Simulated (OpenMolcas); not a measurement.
Tb3+ with 6 ligands (chloride) in tetragonal octahedral coordination (D4h). The axial distance is 1.01 times the equatorial one, R.

```
Program             : OpenMolcas 26.06
Method              : CASSCF
Basis               : ANO-RCC-VTZP [8s7p5d3f2g1h]
Scalar Hamiltonian  : DKH2, point nucleus
Active space        : 8 electrons in 7 orbitals (4f)
State averaging     : 2S+1 = 7 even, 7 roots; 2S+1 = 5 even, 62 roots kept (CI in the orbitals of an earlier block); 2S+1 = 3 even, 1 root kept (CI in the orbitals of an earlier block, 0 in the spin-orbit step)
Spin-orbit coupling : RASSI with atomic mean-field integrals over the reference wave functions
```

All ligands move together. At R = 2.65 Å the width of the lowest J multiplet is 224 cm-1, and at R = 2.82 Å it is 167 cm-1.

**Question.** A third run gives 213 cm-1. What distance was it run at?

**Answer.** With a power law R^-n the two known points give n = -ln(167 / 224) / ln(2.82 / 2.65) = 4.72. Then R = 2.65 × (224 / 213)^(1/4.72) = 2.678 Å. The run was at 2.68 Å, so the estimate is off by -0.002 Å.

High states are left out of the spin-orbit mixing, which shifts the levels that they would mix with. Without dynamic correlation the ligand-field splitting of an f shell can come out too small, at times by half. No measured value stands beside these numbers; the geometry is a model, was not optimised and need not be the one that this ion takes.
